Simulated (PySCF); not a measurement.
PhCF2CH3, C8H8F2.
Atom-mapped SMILES: `[CH3:1][C:2]([F:3])([F:4])[c:5]1[cH:6][cH:7][cH:8][cH:9][cH:10]1` (hydrogens: H11, H12, H13 on C1; H14 on C6; H15 on C7; H16 on C8; H17 on C9; H18 on C10)

The same species was optimised twice, with GFN2-xTB and with PBE0-D3(BJ)/def2-SVP (PySCF), and the same property calculations (PySCF, gas phase) were run on both structures.

| coordinate | GFN2-xTB | PBE0-D3(BJ)/def2-SVP | change |
| --- | --- | --- | --- |
| C1–C2 (Å) | 1.522 | 1.509 | -0.013 |
| C6–C7 (Å) | 1.384 | 1.394 | +0.010 |
| C8–C9 (Å) | 1.385 | 1.395 | +0.010 |
| C7–C8 (Å) | 1.385 | 1.394 | +0.009 |
| C9–C10 (Å) | 1.384 | 1.393 | +0.009 |
| C5–C10 (Å) | 1.388 | 1.397 | +0.009 |
| C5–C6 (Å) | 1.388 | 1.395 | +0.007 |
| C2–F4 (Å) | 1.369 | 1.362 | -0.007 |
| C2–F3 (Å) | 1.369 | 1.363 | -0.006 |
| C2–C5 (Å) | 1.510 | 1.512 | +0.002 |
| F3–C2–F4 (°) | 104.3 | 106.5 | +2.2 |
| F3–C2–C5 (°) | 110.5 | 109.3 | -1.2 |
| C1–C2–C5 (°) | 112.8 | 114.0 | +1.2 |
| F4–C2–C5 (°) | 110.5 | 109.6 | -0.9 |
| C1–C2–F3 (°) | 109.2 | 108.6 | -0.6 |
| C1–C2–F4 (°) | 109.2 | 108.6 | -0.6 |
| C2–C5–C6 (°) | 119.9 | 120.4 | +0.5 |
| C6–C5–C10 (°) | 120.1 | 119.8 | -0.3 |
| C1–C2–C5–C6 (°) | 89 | 96 | +7 |

Rotational constants: A = 2740, B = 949.7, C = 821.9 MHz (GFN2-xTB) against A = 2734, B = 948.1, C = 816.2 MHz (PBE0-D3(BJ)/def2-SVP).

On the GFN2-xTB structure: HOMO (eV) -7.60 [PBE0/pcSseg-1]; LUMO (eV) -0.59 [PBE0/pcSseg-1]; dipole (D) 2.48 [PBE0/pcSseg-1]; GIAO shielding of C1 (ppm) 154.5 [PBE0/pcSseg-1]; GIAO shielding of C2 (ppm) 57.9 [PBE0/pcSseg-1]; GIAO shielding of F3/F4 (mean) (ppm) 289.9 [PBE0/pcSseg-1]; GIAO shielding of C5 (ppm) 40.4 [PBE0/pcSseg-1]; GIAO shielding of C6/C10 (mean) (ppm) 56.5 [PBE0/pcSseg-1]; GIAO shielding of C7/C9 (mean) (ppm) 53.0 [PBE0/pcSseg-1]; GIAO shielding of C8 (ppm) 52.2 [PBE0/pcSseg-1].

Task: What do these properties become on the PBE0-D3(BJ)/def2-SVP structure?

Result: 
```tsv
property	level	on GFN2-xTB	on PBE0-D3(BJ)/def2-SVP	change
HOMO (eV)	PBE0/pcSseg-1	-7.60	-7.56	+0.04
LUMO (eV)	PBE0/pcSseg-1	-0.59	-0.63	-0.04
dipole (D)	PBE0/pcSseg-1	2.48	2.35	-0.13
energy, GFN2-xTB geometry as zero (kcal/mol)	PBE0/pcSseg-1	0.0	-0.4	-0.4
GIAO shielding of C1 (ppm)	PBE0/pcSseg-1	154.5	153.8	-0.7
GIAO shielding of C2 (ppm)	PBE0/pcSseg-1	57.9	60.5	+2.6
GIAO shielding of F3/F4 (mean) (ppm)	PBE0/pcSseg-1	289.9	292.5	+2.6
GIAO shielding of C5 (ppm)	PBE0/pcSseg-1	40.4	38.7	-1.7
GIAO shielding of C6/C10 (mean) (ppm)	PBE0/pcSseg-1	56.5	53.9	-2.6
GIAO shielding of C7/C9 (mean) (ppm)	PBE0/pcSseg-1	53.0	50.6	-2.4
GIAO shielding of C8 (ppm)	PBE0/pcSseg-1	52.2	49.6	-2.6
```

The heavy atoms differ by 0.062 Å rms after alignment. Among bonds between heavy atoms C1–C2 changes most (-0.013 Å). Changes are differences of the printed values. Neither structure is proved a minimum here.

Conformer computed: `[CH3:1][C:2]([F:3])([F:4])[c:5]1[cH:6][cH:7][cH:8][cH:9][cH:10]1`: C1–C2–C5–C6 96°.
